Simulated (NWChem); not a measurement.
System: Si$_{2}$H$_{4}$, singlet; SMILES [SiH3][SiH]

Here is an NWChem input.

```
start job
memory heap 200 mb stack 900 mb global 1100 mb
geometry units angstroms
  Si     0.124823     1.337302     0.486134
  H      1.181604     1.355610    -0.626344
  Si    -0.088778    -1.018395     0.114251
  H      1.246953    -1.672660     0.322424
  H     -0.497344    -1.251111    -1.312230
  H     -1.083010    -1.703476     0.998124
end
basis spherical
  * library sto-3g
end
dft
  xc hfexch
  iterations 150
end
driver
  maxiter 120
end
task dft optimize
task dft freq
```

Output (shortened):

```
             Northwest Computational Chemistry Package (NWChem) 7.3.0
             --------------------------------------------------------

 C1  symmetry detected

                             Geometry "geometry" -> ""
                             -------------------------

 Output coordinates in angstroms (scale by  1.889725989 to convert to a.u.)

  No.       Tag          Charge          X              Y              Z
 ---- ---------------- ---------- -------------- -------------- --------------
    1 Si                  14.0000    -0.08044544     1.32262356     0.00015958
    2 H                    1.0000     1.45383055     1.29568789    -0.00030922
    3 Si                  14.0000    -0.02805964    -1.07121988     0.00014708
    4 H                    1.0000     0.72523301    -1.54705463     1.20915802
    5 H                    1.0000     0.71343014    -1.54205425    -1.21822843
    6 H                    1.0000    -1.37342258    -1.72623049     0.00508642

 Effective nuclear repulsion energy (a.u.)      73.5760390465

                                Z-matrix (autoz)
                                --------

 Units are Angstrom for bonds and degrees for angles

      Type          Name      I     J     K     L     M      Value
      ----------- --------  ----- ----- ----- ----- ----- ----------
    1 Stretch                  1     2                       1.53451
    2 Stretch                  1     3                       2.39442
    3 Stretch                  3     4                       1.50186
    4 Stretch                  3     5                       1.50198
    5 Stretch                  3     6                       1.49635
    6 Bend                     1     3     4               109.13071
    7 Bend                     1     3     5               108.91752
    8 Bend                     1     3     6               114.70607
    9 Bend                     2     1     3                87.74059
   10 Bend                     4     3     5               107.82289
   11 Bend                     4     3     6               108.03614
   12 Bend                     5     3     6               108.01821
   13 Torsion                  2     1     3     4          58.45493
   14 Torsion                  2     1     3     5         -59.01917
   15 Torsion                  2     1     3     6         179.80918

  xc_inp: hfexch multiplicative factor not found.

                           NWChem Geometry Optimization
                           ----------------------------

 maximum gradient threshold         (gmax) =   0.000450
 rms gradient threshold             (grms) =   0.000300
 maximum cartesian step threshold   (xmax) =   0.001800
 rms cartesian step threshold       (xrms) =   0.001200
 fixed trust radius                (trust) =   0.300000
 source of zmatrix                         =   autoz

          -------------------
          Energy Minimization
          -------------------

 Using diagonal initial Hessian
 Scaling for Hessian diagonals: bonds = 1.00  angles = 0.25  torsions = 0.10

          --------
          Step   0

                                 NWChem DFT Module
                                 -----------------

 Summary of "ao basis" -> "ao basis" (spherical)
 ------------------------------------------------------------------------------
       Tag                 Description            Shells   Functions and Types
 ---------------- ------------------------------  ------  ---------------------
 Si                          sto-3g                  5        9   3s2p
 H                           sto-3g                  1        1   1s

            General Information
            -------------------
          SCF calculation type: DFT
          Wavefunction type:  closed shell.
          No. of atoms     :     6
          No. of electrons :    32
           Alpha electrons :    16
            Beta electrons :    16
          Charge           :     0
          Spin multiplicity:     1
          Use of symmetry is: off; symmetry adaption is: off
          Maximum number of iterations: 150
          AO basis - number of functions:    22
                     number of shells:    14
          Convergence on energy requested:  1.00D-06
          Convergence on density requested:  1.00D-05
          Convergence on gradient requested:  5.00D-04

              XC Information
              --------------
                     Hartree-Fock (Exact) Exchange  1.000

      Superposition of Atomic Density Guess
      -------------------------------------

 Sum of atomic energies:        -572.76824487

      Non-variational initial energy
      ------------------------------

 Total energy =    -572.262240
 1-e energy   =    -949.488259
 2-e energy   =     303.649980
 HOMO         =      -0.018168
 LUMO         =       0.160125

   convergence    iter        energy       DeltaE   RMS-Dens  Diis-err
 ---------------- ----- ----------------- --------- --------- ---------
 d= 0,ls=0.0,diis     1   -573.4279776703 -6.47D+02  1.81D-02  4.50D-02
 d= 0,ls=0.0,diis     2   -573.4415112461 -1.35D-02  3.94D-03  1.87D-03
 d= 0,ls=0.0,diis     3   -573.4421360490 -6.25D-04  1.09D-03  7.65D-05
 d= 0,ls=0.0,diis     4   -573.4421674895 -3.14D-05  1.45D-04  1.40D-06
 d= 0,ls=0.0,diis     5   -573.4421681524 -6.63D-07  3.59D-05  7.09D-08
 d= 0,ls=0.0,diis     6   -573.4421681868 -3.44D-08  4.51D-06  1.40D-09

         Total DFT energy =     -573.442168186761
      One electron energy =     -946.665469809464
           Coulomb energy =      341.998996086409
    Exchange-Corr. energy =      -42.351733510169
 Nuclear repulsion energy =       73.576039046464

 Numeric. integr. density =        0.000000000000

                       DFT Final Molecular Orbital Analysis
                       ------------------------------------

 Vector   14  Occ=2.000000D+00  E=-3.958003D-01
              MO Center=  4.6D-01, -1.4D+00, -6.7D-02, r^2= 2.0D+00
   Bfn.  Coefficient  Atom+Function         Bfn.  Coefficient  Atom+Function
  ----- ------------  ---------------      ----- ------------  ---------------
    21      0.520647  5 H  s                 20     -0.480403  4 H  s
    19     -0.457552  3 Si pz                15      0.193294  3 Si pz
     9     -0.039461  1 Si pz                22     -0.036346  6 H  s
    17      0.027761  3 Si px

 Vector   15  Occ=2.000000D+00  E=-3.101842D-01
              MO Center=  1.7D-01,  6.7D-01,  3.6D-04, r^2= 2.8D+00
   Bfn.  Coefficient  Atom+Function         Bfn.  Coefficient  Atom+Function
  ----- ------------  ---------------      ----- ------------  ---------------
    10      0.555629  2 H  s                  7      0.454279  1 Si px
     6     -0.385338  1 Si s                 18     -0.324638  3 Si py
    22      0.252337  6 H  s                  8      0.186352  1 Si py
     3     -0.176552  1 Si px                14      0.124913  3 Si py
    16     -0.122070  3 Si s                  2      0.100816  1 Si s

 Vector   16  Occ=2.000000D+00  E=-2.137585D-01
              MO Center= -1.4D-01,  8.9D-01,  3.9D-05, r^2= 2.8D+00
   Bfn.  Coefficient  Atom+Function         Bfn.  Coefficient  Atom+Function
  ----- ------------  ---------------      ----- ------------  ---------------
     8      0.571133  1 Si py                 6      0.523862  1 Si s
    18     -0.446887  3 Si py                 7     -0.288762  1 Si px
    16     -0.241396  3 Si s                  4     -0.205846  1 Si py
    20      0.168009  4 H  s                 21      0.167924  5 H  s
    14      0.163531  3 Si py                10     -0.158715  2 H  s

 Vector   17  Occ=0.000000D+00  E= 2.037012D-01
              MO Center= -6.6D-02,  1.2D+00, -3.8D-05, r^2= 1.6D+00
   Bfn.  Coefficient  Atom+Function         Bfn.  Coefficient  Atom+Function
  ----- ------------  ---------------      ----- ------------  ---------------
     9      1.018936  1 Si pz                 5     -0.345167  1 Si pz
    21      0.130258  5 H  s                 20     -0.129534  4 H  s
    19      0.094082  3 Si pz                15     -0.026683  3 Si pz

 Vector   18  Occ=0.000000D+00  E= 4.013164D-01
              MO Center= -7.5D-02,  4.5D-01,  2.4D-03, r^2= 2.4D+00
   Bfn.  Coefficient  Atom+Function         Bfn.  Coefficient  Atom+Function
  ----- ------------  ---------------      ----- ------------  ---------------
     8      0.911127  1 Si py                16      0.732549  3 Si s
    18      0.590246  3 Si py                 7      0.318006  1 Si px
     4     -0.278046  1 Si py                 6     -0.238603  1 Si s
    20     -0.220368  4 H  s                 21     -0.216645  5 H  s
    10     -0.212660  2 H  s                 22     -0.200447  6 H  s

[...]

      ----------------------
      Optimization converged
      ----------------------

  Step       Energy      Delta E   Gmax     Grms     Xrms     Xmax
  ---- ---------------- -------- -------- -------- -------- --------
@    6    -573.45689413 -6.3D-09  0.00001  0.00000  0.00010  0.00022
                                     ok       ok       ok       ok

                                Z-matrix (autoz)
                                --------

 Units are Angstrom for bonds and degrees for angles

      Type          Name      I     J     K     L     M      Value     Gradient
      ----------- --------  ----- ----- ----- ----- ----- ---------- ----------
    1 Stretch                  1     2                       1.45881    0.00001
    2 Stretch                  1     3                       2.29231    0.00000
    3 Stretch                  3     4                       1.42650   -0.00000
    4 Stretch                  3     5                       1.42651   -0.00000
    5 Stretch                  3     6                       1.42451   -0.00000
    6 Bend                     1     3     4               111.69299    0.00000
    7 Bend                     1     3     5               111.64397   -0.00000
    8 Bend                     1     3     6               113.90294    0.00000
    9 Bend                     2     1     3                91.69509    0.00000
   10 Bend                     4     3     5               106.55623   -0.00000
   11 Bend                     4     3     6               106.28203   -0.00000
   12 Bend                     5     3     6               106.28119   -0.00000
   13 Torsion                  2     1     3     4          59.39529   -0.00000
   14 Torsion                  2     1     3     5         -59.80042   -0.00000
   15 Torsion                  2     1     3     6         179.81629   -0.00000

                         Geometry "geometry" -> "geometry"
                         ---------------------------------

 Output coordinates in angstroms (scale by  1.889725989 to convert to a.u.)

  No.       Tag          Charge          X              Y              Z
 ---- ---------------- ---------- -------------- -------------- --------------
    1 Si                  14.0000    -0.05516374     1.24194439     0.00134452
    2 H                    1.0000     1.40165453     1.31820722    -0.00044062
    3 Si                  14.0000    -0.00309811    -1.04977229    -0.00061959
    4 H                    1.0000     0.68496372    -1.56253370     1.13891622
    5 H                    1.0000     0.67418718    -1.55968833    -1.14787606
    6 H                    1.0000    -1.29197753    -1.65640510     0.00468899

 Effective nuclear repulsion energy (a.u.)      76.8705092540

                Final and change from initial internal coordinates
                --------------------------------------------------

                                Z-matrix (autoz)
                                --------

 Units are Angstrom for bonds and degrees for angles

      Type          Name      I     J     K     L     M      Value       Change
      ----------- --------  ----- ----- ----- ----- ----- ---------- ----------
    1 Stretch                  1     2                       1.45881   -0.07570
    2 Stretch                  1     3                       2.29231   -0.10211
    3 Stretch                  3     4                       1.42650   -0.07536
    4 Stretch                  3     5                       1.42651   -0.07547
    5 Stretch                  3     6                       1.42451   -0.07184
    6 Bend                     1     3     4               111.69299    2.56228
    7 Bend                     1     3     5               111.64397    2.72645
    8 Bend                     1     3     6               113.90294   -0.80312
    9 Bend                     2     1     3                91.69509    3.95451
   10 Bend                     4     3     5               106.55623   -1.26666
   11 Bend                     4     3     6               106.28203   -1.75411
   12 Bend                     5     3     6               106.28119   -1.73702
   13 Torsion                  2     1     3     4          59.39529    0.94036
   14 Torsion                  2     1     3     5         -59.80042   -0.78125
   15 Torsion                  2     1     3     6         179.81629    0.00711

[...]

 Rotational Constants
 --------------------
 A=   2.305044 cm-1  (  3.316369 K)
 B=   0.196048 cm-1  (  0.282063 K)
 C=   0.191498 cm-1  (  0.275517 K)

 Temperature                      =   298.15K
 frequency scaling parameter      =   1.0000

 Zero-Point correction to Energy  =   25.631 kcal/mol  (  0.040845 au)
 Thermal correction to Energy     =   28.193 kcal/mol  (  0.044929 au)
 Thermal correction to Enthalpy   =   28.785 kcal/mol  (  0.045872 au)

 Total Entropy                    =   65.043 cal/mol-K
   - Translational                =   38.177 cal/mol-K (mol. weight =  59.9852)
   - Rotational                   =   22.439 cal/mol-K (symmetry #  =        1)
   - Vibrational                  =    4.427 cal/mol-K

 Cv (constant volume heat capacity) =   12.019 cal/mol-K
   - Translational                  =    2.979 cal/mol-K
   - Rotational                     =    2.979 cal/mol-K
   - Vibrational                    =    6.060 cal/mol-K

[normal modes left out]

 ----------------------------------------------------------------------------
 Normal Eigenvalue ||           Projected Infra Red Intensities
  Mode   [cm**-1]  || [atomic units] [(debye/angs)**2] [(KM/mol)] [arbitrary]
 ------ ---------- || -------------- ----------------- ---------- -----------
    1       -0.000 ||    0.000026           0.001         0.025       0.005
    2       -0.000 ||    0.000000           0.000         0.000       0.000
    3       -0.000 ||    0.000193           0.004         0.188       0.037
    4        0.000 ||    0.000204           0.005         0.198       0.039
    5        0.000 ||    0.000200           0.005         0.195       0.038
    6        0.000 ||    0.000182           0.004         0.177       0.035
    7      143.159 ||    0.000595           0.014         0.580       0.113
    8      560.948 ||    0.050336           1.161        49.070       9.598
    9      564.611 ||    0.023595           0.544        23.002       4.499
   10      609.597 ||    0.044390           1.024        43.273       8.464
   11     1012.344 ||    0.076257           1.759        74.339      14.540
   12     1178.888 ||    0.361708           8.345       352.611      68.967
   13     1258.168 ||    0.081231           1.874        79.188      15.488
   14     1271.333 ||    0.066067           1.524        64.406      12.597
   15     2725.887 ||    0.139875           3.227       136.357      26.670
   16     2838.827 ||    0.018747           0.433        18.275       3.575
   17     2882.668 ||    0.035235           0.813        34.349       6.718
   18     2891.099 ||    0.045192           1.043        44.056       8.617
 ----------------------------------------------------------------------------
```

Level: Hartree-Fock/STO-3G. Low-valent species are run as closed-shell singlets; no triplet was tried in these runs.
